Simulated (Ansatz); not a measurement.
Gas-phase electronic energies from Ansatz, PBE0-D4/def2-TZVP geometries. CCSD(T)/CBS is the MP2 limit (def2-TZVPP, def2-QZVPP) plus CCSD(T) − MP2 in def2-TZVPP, frozen cores. Functionals use def2-TZVPP. B3LYP here is the variant with VWN-RPA as its local correlation; programs differ in this. def2 core potentials past Kr. For Sn outer-core shells are correlated without core-valence functions, which leaves a few kJ/mol of doubt a bond. Each species was taken in one conformer, which may not be the lowest.

`C=CN([SiH3])[SiH2]Cl` + `[OH][SnH2][Cl]` → `[SiH3][O][SnH2][Cl]` + `C=CN[SiH2]Cl`  (ligand exchange at the Si–N bond)

| level | ΔE (kJ/mol) | difference from CCSD(T)/CBS |
| --- | --- | --- |
| PBE-D4 | -58.6 | 6.9 |
| PBE0-D4 | -62.2 | 3.3 |
| B3LYP-D4 | -68.4 | -2.9 |
| ωB97X-V | -66.6 | -1.1 |
| PBE | -65.0 | 0.5 |
| r2SCAN | -68.8 | -3.3 |
| PBE0 | -67.6 | -2.1 |
| B3LYP | -78.8 | -13.3 |
| HF/def2-TZVPP | -93.9 | -28.4 |
| MP2/def2-TZVPP | -62.5 | 3.0 |
| SCS-MP2/def2-TZVPP | -68.3 | -2.8 |
| CCSD(T)/def2-TZVPP | -65.1 | 0.4 |
| HF/def2-QZVPP | -95.3 | -29.8 |
| MP2/def2-QZVPP | -63.3 | 2.2 |
| SCS-MP2/def2-QZVPP | -69.1 | -3.6 |
| CCSD/CBS(def2) | -69.9 | -4.4 |
| CCSD(T)/CBS | -65.5 | 0 |

Largest T1 diagnostic among the species: 0.013.

In def2-TZVPP, CCSD(T) changes the Hartree–Fock value by +28.9 kJ/mol (the triples alone add +4.4 kJ/mol) and MP2 by +31.4 kJ/mol. The D4 term adds +10.4 kJ/mol with B3LYP and +5.4 kJ/mol with PBE0; it sums over pairs of atoms, weighted by their polarisabilities, and B3LYP, whose exchange is more repulsive, gets the larger term.
